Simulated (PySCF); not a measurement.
Bond stretch in CH (cation, charge +1), singlet.

- UHF/6-31G (PySCF)
- RHF/6-31G (PySCF)
- UKS-B3LYP = unrestricted B3LYP/6-31G (PySCF)
- RKS-B3LYP = restricted B3LYP/6-31G in PySCF 2.14.0
- UKS-r2SCAN = unrestricted r2SCAN/6-31G in PySCF
- RKS-r2SCAN = PySCF with restricted r2SCAN/6-31G
- UKS-TPSSh = unrestricted TPSSh/6-31G in PySCF
- RKS-TPSSh = restricted TPSSh/6-31G in PySCF

Scanned distances (Å): 0.85, 0.92, 0.96, 1.02, 1.07, 1.10, 1.14, 1.17, 1.20, 1.26, 1.33, 1.41, 1.54, 1.69, 1.90, 2.04, 2.29, 2.52, 2.78, 3.11, 3.45, 3.99, 4.54.

Q: Where does the unrestricted solution first break spin symmetry (<S²> of 0.01 or more)?

A: UHF: already at 0.85 Å; UKS-B3LYP: already at 0.85 Å; UKS-r2SCAN: already at 0.85 Å; UKS-TPSSh: already at 0.85 Å.

| R / Å | <S²> UHF | E(RHF) − E(UHF) / kJ/mol | <S²> UKS-B3LYP | E(RKS-B3LYP) − E(UKS-B3LYP) / kJ/mol | <S²> UKS-r2SCAN | E(RKS-r2SCAN) − E(UKS-r2SCAN) / kJ/mol | <S²> UKS-TPSSh | E(RKS-TPSSh) − E(UKS-TPSSh) / kJ/mol |
|---|---|---|---|---|---|---|---|---|
| 0.85 | 0.54 | 31.5 | 0.38 | 11.1 | 0.54 | 30.9 | 0.44 | 16.9 |
| 0.92 | 0.53 | 29.5 | 0.35 | 9.6 | 0.52 | 28.0 | 0.42 | 15.1 |
| 0.96 | 0.53 | 28.5 | 0.34 | 8.8 | 0.51 | 26.5 | 0.41 | 14.2 |
| 1.02 | 0.52 | 27.2 | 0.32 | 7.7 | 0.50 | 24.4 | 0.40 | 12.9 |
| 1.07 | 0.51 | 26.2 | 0.31 | 6.9 | 0.49 | 22.7 | 0.39 | 12.0 |
| 1.10 | 0.51 | 25.6 | 0.30 | 6.5 | 0.48 | 21.8 | 0.38 | 11.4 |
| 1.14 | 0.51 | 24.9 | 0.30 | 6.0 | 0.48 | 20.6 | 0.38 | 10.8 |
| 1.17 | 0.51 | 24.5 | 0.29 | 5.7 | 0.47 | 19.8 | 0.37 | 10.3 |
| 1.20 | 0.50 | 24.0 | 0.28 | 5.4 | 0.46 | 19.1 | 0.37 | 9.9 |
| 1.26 | 0.50 | 23.2 | 0.27 | 4.9 | 0.45 | 17.7 | 0.36 | 9.2 |
| 1.33 | 0.50 | 22.4 | 0.27 | 4.5 | 0.44 | 16.4 | 0.35 | 8.6 |
| 1.41 | 0.50 | 21.7 | 0.27 | 4.3 | 0.44 | 15.3 | 0.35 | 8.2 |
| 1.54 | 0.51 | 21.1 | 0.28 | 4.5 | 0.44 | 14.4 | 0.36 | 8.3 |
| 1.69 | 0.66 | 25.9 | 0.32 | 5.6 | 0.46 | 14.9 | 0.39 | 9.5 |
| 1.90 | 0.92 | 67.8 | 0.42 | 9.0 | 0.57 | 18.7 | 0.47 | 13.3 |
| 2.04 | 1.03 | 105.6 | 0.61 | 16.8 | 0.75 | 30.6 | 0.69 | 23.6 |
| 2.29 | 1.02 | 172.7 | 0.88 | 43.9 | 0.93 | 60.2 | 0.86 | 51.7 |
| 2.52 | 1.01 | 226.5 | 1.00 | 73.1 | 1.01 | 88.8 | 1.00 | 78.0 |
| 2.78 | 1.00 | 277.4 | 1.00 | 100.2 | 1.00 | 114.4 | 1.00 | 105.5 |
| 3.11 | 1.00 | 327.5 | 1.00 | 124.6 | 1.00 | 137.4 | 1.00 | 130.1 |
| 3.45 | 1.00 | 364.4 | 1.00 | 141.3 | 1.00 | 152.8 | 1.00 | 146.4 |
| 3.99 | 1.00 | 400.3 | 1.00 | 156.4 | 1.00 | 166.2 | 1.00 | 160.7 |
| 4.54 | 1.00 | 418.8 | 1.00 | 163.7 | 1.00 | 172.1 | 1.00 | 167.2 |
